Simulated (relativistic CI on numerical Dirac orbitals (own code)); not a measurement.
d6 in a ligand field

Computed with a parametric ligand-field model of a d^n configuration (Racah B and C, spin-orbit zeta, crystal field), exact diagonalisation.

Field parameters in Wybourne normalisation: Oh B⁴₀ = 21Dq, B⁴₄ = √(5/14) B⁴₀. The field is a parameter set, without covalency.

Q: Lowest levels for B = 320, C = 1240, ζ = 220 cm⁻¹, Oh, 10Dq = 32450 cm⁻¹?

A: A1 0 (S 0.00), E 28766 (S 1.00), T2 28772 (S 1.00), T1 28903 (S 1.00), A1 28977 (S 1.00), T1 31129 (S 0.85), E 31217 (S 1.00), T2 31342 (S 1.00), A2 31406 (S 1.00) cm⁻¹, with S from ⟨S²⟩ = S(S + 1). The ground level has 0.01 electrons in the cubic e pair.

Q: Lowest levels for B = 600, C = 2210, ζ = 390 cm⁻¹, Oh, 10Dq = 11700 cm⁻¹?

A: A1 0 (S 0.05), T2 4032 (S 1.99), E 4136 (S 1.95), T1 4180 (S 1.96), A1 4308 (S 1.91), T1 4386 (S 1.94), T2 4402 (S 1.91), E 5575 (S 1.08), T2 5661 (S 1.15) cm⁻¹, with S from ⟨S²⟩ = S(S + 1). The ground level has 0.08 electrons in the cubic e pair.

Q: Lowest levels for B = 750, C = 3630, ζ = 350 cm⁻¹, Oh, 10Dq = 16000 cm⁻¹?

A: A1 0 (S 0.04), T2 1500 (S 2.00), E 1652 (S 2.00), T1 1667 (S 2.00), A1 1873 (S 1.99), T1 1898 (S 1.99), T2 1918 (S 1.99), E 6054 (S 1.01), T2 6081 (S 1.01) cm⁻¹, with S from ⟨S²⟩ = S(S + 1). The ground level has 0.09 electrons in the cubic e pair.

Q: Lowest levels for B = 490, C = 2140, ζ = 780 cm⁻¹, Oh, 10Dq = 26100 cm⁻¹?

A: A1 0 (S 0.02), E 19712 (S 1.00), T2 19771 (S 1.00), T1 20240 (S 1.00), A1 20604 (S 1.01), T1 23123 (S 0.92), E 23417 (S 1.00), T2 23875 (S 1.00), A2 24127 (S 1.00) cm⁻¹, with S from ⟨S²⟩ = S(S + 1). The ground level has 0.03 electrons in the cubic e pair.

Q: Lowest levels for B = 310, C = 1350, ζ = 190 cm⁻¹, Oh, 10Dq = 24850 cm⁻¹?

A: A1 0 (S 0.00), E 20897 (S 1.00), T2 20901 (S 1.00), T1 21017 (S 1.00), A1 21083 (S 1.00), T1 23181 (S 0.97), E 23219 (S 1.00), T2 23332 (S 1.00), A2 23390 (S 1.00) cm⁻¹, with S from ⟨S²⟩ = S(S + 1). The ground level has 0.01 electrons in the cubic e pair.
